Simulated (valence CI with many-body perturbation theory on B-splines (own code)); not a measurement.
**From CI to CI+MBPT in Ho²⁸⁺**

Calculated by valence CI with perturbative core correlation (CI+MBPT): three valence electrons over a frozen Dirac-Fock core [Kr], radial functions for each j: 9 s, 9 p, 10 d, 8 f, 5 g, 3 h, 1 i, with the one-electron correlation potential Σ1 (screened to all orders), the two-electron term Σ2, the three-electron term Σ3, Breit, model QED; selected single and double excitations, second order for the rest (own B-spline code, finite nucleus).

The last digits are not significant, and no measured levels were compared; by estimate large intervals hold to a few tenths of a per cent, small ones and those within an open d or f shell to about a per cent. Only levels of the ground parity were solved; by the run's estimate the other parity begins above the list, which can be wrong where configurations are misplaced.

Each rung adds one term. CI alone is the Dirac-Coulomb CI over the frozen core; QED comes last and gives the full result, which names the levels. Energies are above (4d3/2^3) J=3/2 on the same rung, in eV.

Levels are named by their leading jj configuration (3d3/2^4 stands for four electrons in 3d with j = 3/2), which in mixed levels can hold well under half, so a name can repeat and another be missing. Letters in brackets count levels of one name in rising energy.

```
                    Level  CI alone    + Σ1    + Σ2    + Σ3  + Breit    Full
(4d3/2^2 4d5/2) J=5/2 [a]     7.859   7.926   7.951   7.976    7.740   7.768
    (4d3/2^2 4d5/2) J=3/2    10.222  10.283  10.201  10.243   10.039  10.064
    (4d3/2^2 4d5/2) J=7/2    11.051  11.126  10.996  10.988   10.690  10.720
    (4d3/2^2 4d5/2) J=9/2    11.806  11.878  11.601  11.588   11.281  11.309
    (4d3/2^2 4d5/2) J=1/2    11.794  11.859  11.725  11.764   11.538  11.565
(4d3/2^2 4d5/2) J=5/2 [b]    17.686  17.772  17.620  17.586   17.292  17.327
(4d3/2 4d5/2^2) J=7/2 [a]    19.155  19.285  19.223  19.213   18.744  18.798
    (4d3/2 4d5/2^2) J=9/2    20.391  20.529  20.379  20.398   19.870  19.926
(4d3/2 4d5/2^2) J=3/2 [a]    21.755  21.887  21.917  21.886   21.442  21.497
    (4d3/2 4d5/2^2) J=1/2    22.618  22.752  22.715  22.770   22.311  22.367
   (4d3/2 4d5/2^2) J=11/2    23.965  24.106  23.674  23.664   23.101  23.156
(4d3/2 4d5/2^2) J=5/2 [a]    24.424  24.547  24.189  24.085   23.665  23.715
(4d3/2 4d5/2^2) J=5/2 [b]    25.756  25.896  25.686  25.610   25.128  25.184
(4d3/2 4d5/2^2) J=7/2 [b]    26.882  27.019  26.564  26.500   26.003  26.057
(4d3/2 4d5/2^2) J=3/2 [b]    30.774  30.934  31.088  31.063   30.531  30.597
          (4d5/2^3) J=9/2    31.169  31.372  31.286  31.260   30.523  30.607
          (4d5/2^3) J=3/2    36.718  36.898  36.636  36.510   35.906  35.979
          (4d5/2^3) J=5/2    39.153  39.348  39.428  39.309   38.652  38.733
```

Q: How does the ionisation energy move along the ladder, and which term matters most?

A: CI alone 1027.1, + Σ1 1029.7, + Σ2 1031.3, + Σ3 1031.3, + Breit 1030.8, + QED 1030.8 eV. The largest step is Σ1, 2.6 eV. NIST lists 1029 ± 4 eV (theoretical).
